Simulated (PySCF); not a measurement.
## Computed beside measured shifts

System: C11H27ClS2Si2 (measured compound), SMILES CCCCS[Si](C)(C)[Si@@](C)(Cl)SCCCC.

Atom-mapped SMILES (hydrogens are numbered by the atom that bears them): [CH3:1][CH2:2][CH2:3][CH2:4][S:5][Si:6]([CH3:7])([CH3:8])[Si@@:9]([CH3:10])([Cl:11])[S:12][CH2:13][CH2:14][CH2:15][CH3:16]

Level of theory: GIAO KT3/pcSseg-1, gas phase, PySCF SCF with an in-house response code, fitting set def2-universal-JFIT, grid level 2, non-relativistic, on the GFN2-xTB geometry.

One optimised conformer. Values are averaged over the atoms that symmetry or fast rotation interchanges, on this one geometry and without vibrational averaging. Shifts are the reference shielding less the shielding here, at the same level (13C, 1H, 29Si against isolated TMS; 33S against isolated CS2); nuclei without a reference have shieldings only.

Question: What shifts does this level give for Si9, Si6, and how do they compare with measurement?

Answer: 
| atom | nucleus | computed / ppm | measured / ppm | computed less measured | measured against | medium of the measurement |
| --- | --- | --- | --- | --- | --- | --- |
| Si9 | 29Si | 27.4 | 23.1 | 4.3 | TMS | solution |
| Si6 | 29Si | 1.9 | -1.2 | 3.1 | TMS | solution |

Measured values: U. Herzog, Habilitationsschrift, TU Bergakademie Freiberg, 2002/2003.
